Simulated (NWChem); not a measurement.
**Lowest excitation of FGa**

```
Ga
F 1 1.7982
```
Charge 0, spin multiplicity 1.

Everything below was run with NWChem. The geometry was optimised at PBE/def2-SVP, a minimum by its harmonic frequencies.

Basis set: def2-SVPD.

```
method         lowest vertical singlet excitation energy (eV)  relative cost  difference from EOM-CCSD
-------------  ----------------------------------------------  -------------  ------------------------
TD-PBE                                                   5.57              1                     -0.23
CIS                                                      6.06        under 3                     +0.26
TD-B3LYP                                                 5.77        under 3                     -0.03
TDA-BHandHLYP                                            6.14        under 3                     +0.34
EOM-CCSD                                                 5.80              5                      0.00
```

The values span 0.57 eV, from TD-PBE (lowest) to TDA-BHandHLYP (highest). Relative cost: rough, from shared machines, SCF included, TD-PBE = 1.

The Hamiltonian is non-relativistic. The correlated methods keep 10 core orbitals frozen. B3LYP has NWChem's definition, with VWN1-RPA local correlation. The structure started from a generated list of species. Differences from the coupled-cluster row are differences between methods, not errors against experiment.
